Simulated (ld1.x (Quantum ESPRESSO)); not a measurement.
# What one change does to a pseudopotential (copper (Cu), TM)

- Element: Cu
- Generator: ld1.x (Quantum ESPRESSO) 7.5
- Type: norm-conserving Troullier–Martins (Kleinman–Bylander form)
- Functional: Wu–Cohen
- Relativity: scalar-relativistic
- Frozen core: [Ar]
- Valence charge: 11
- Reference configuration: 3d9 4s0 4p0 (charge +2)
- Partial waves: 4s (bound, empty): rc 1.50 bohr; 4p (bound, empty): rc 2.00 bohr; 3d (bound): rc 1.00 bohr
- Local potential: the d channel
- Core correction: a·sin(br)/r model core, default radius (core density twice the valence density)

All-electron outer shells of the reference configuration (Wu–Cohen, scalar-relativistic, ld1.x):

```
shell  level (eV)  outermost node (bohr)  outermost maximum (bohr)
   3p      -97.52                   0.26                      0.62
   3d      -29.64                      –                      0.60
   4s      -22.16                   0.88                      1.93
   4p      -15.15                   0.94                      2.36
```

Change: all radii but the core radius scaled by about 1.35 (s 2.02, p 2.70, d 1.36 bohr).

Cutoffs: the cutoffs (Ry, on a coarse ladder) from which the occupation-weighted sum of valence levels, in a spherical-Bessel basis at the reference potential, stays within 10 and 1 mRy of its value at 400 Ry; they do not see the model core or the augmentation charge, which bear on the density cutoff. Errors are all-electron minus pseudo energies relative to the spin-unpolarised reference configuration.

How do hardness, ghosts and transferability respond?

Both files keep a bound ghost (p, s); the number of tests that count goes from 7 to 6; of the 6 tests that both files solve, the error grows in 6 and shrinks in 0 by more than 15 % and 0.3 meV (median size 31.4 → 55.6 meV). More of the atom is replaced by a form fitted at one configuration, so other configurations suffer.

```csv
quantity,base,changed
"cutoff, loose",230 Ry,140 Ry
"cutoff, tight",over 300 Ry,260 Ry
bound ghosts,"s, p","s, p"
"tests counted (converged, no solver errors)",7 of 7,6 of 7
"error for 3d10 4s0 4p0, meV [ΔE -21.34 eV]",-81,-117
"error for 3d8 4s0 4p0, meV [ΔE 39.03 eV]",-229,-265
"error for 3d10 4s0 4p1, meV [ΔE -25.21 eV]",-43,-81
"error for 3d9 4s1 4p1, meV [ΔE -22.52 eV]",-15,-20
"error for 3d9 4s1 4p0, meV [ΔE -17.80 eV]",-9.2,-12
"error for 3d9 4s2 4p0, meV [ΔE -27.45 eV]",-20,-30
```

Changed file: Tests not counted: 3d10 4s1 4p0 (solver errors, printed error -899 eV). A true bound ghost makes a file unfit for plane-wave use even where its test errors are small: the radial tests pick states by their node count and pass the ghost by. Where a test does run into it, the solver fails or the error is huge.
